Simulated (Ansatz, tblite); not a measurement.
Removing and adding an electron: `c1csc(-c2cnc(-c3cnc(-c4cnc(-c5cnc(-c6cnc(-c7cncs7)s6)s5)s4)s3)s2)n1`. The state is a singlet with charge 0. Geometry: PBE-D4/def2-SVP. Ansatz, gas phase; energy differences of separate SCF runs; the oxidised species was run as a doublet alone; the reduced species was run as a doublet alone.

Cartesian coordinates in Å:
```
C -7.095 -1.232 8.925
C -8.356 -1.792 8.824
S -8.668 -2.256 7.189
C -7.060 -1.656 6.750
C -6.572 -1.721 5.394
C -7.174 -2.213 4.234
N -6.449 -2.133 3.094
C -5.265 -1.580 3.321
C -4.284 -1.369 2.284
C -4.419 -1.699 0.932
N -3.363 -1.408 0.135
C -2.376 -0.849 0.818
C -1.128 -0.433 0.238
C -0.004 0.163 0.817
N 1.029 0.437 -0.015
C 0.752 0.068 -1.260
C 1.656 0.231 -2.366
C 1.503 -0.107 -3.715
N 2.544 0.174 -4.530
C 3.541 0.735 -3.857
C 4.777 1.137 -4.481
C 5.105 1.005 -5.834
N 6.327 1.453 -6.203
C 6.996 1.946 -5.174
C 8.328 2.495 -5.273
C 9.103 2.593 -6.430
N 10.337 3.151 -6.276
C 10.546 3.491 -5.028
S 9.225 3.147 -3.928
S 6.113 1.877 -3.640
S 3.230 0.950 -2.132
S -0.846 -0.657 -1.472
S -2.717 -0.647 2.546
S -4.982 -1.119 5.002
N -6.378 -1.159 7.765
H -6.659 -0.856 9.862
H -9.103 -1.954 9.609
H -8.184 -2.651 4.212
H -5.327 -2.169 0.528
H 0.072 0.412 1.887
H 0.595 -0.577 -4.124
H 4.414 0.563 -6.566
H 8.751 2.246 -7.412
H 11.466 3.960 -4.651
```

The xTB rows come from tblite. Single mean-field runs in def2-SVP are fitted with def2-universal-jkfit.

**Question.** Estimate orbital energies and vertical ionisation energies and electron affinities at: GFN1-xTB; GFN2-xTB; PBE-D4/def2-SVP; PBE0-D4/def2-SVP.

**Answer.** 
```csv
level,−HOMO (eV),vertical IE (eV),−LUMO (eV),vertical EA (eV),HOMO–LUMO gap (eV),IE − EA (eV)
GFN1-xTB,10.69,12.07,9.25,7.85,1.44,4.22
GFN2-xTB,10.44,11.76,8.97,7.66,1.47,4.11
PBE-D4/def2-SVP,5.14,6.50,3.56,2.29,1.58,4.20
PBE0-D4/def2-SVP,5.94,6.89,3.09,2.21,2.85,4.68
```

 Raw xTB energy differences between charge states are shifted by several eV; the methods need an empirical correction for them. Sets without diffuse functions give affinities that are too small.
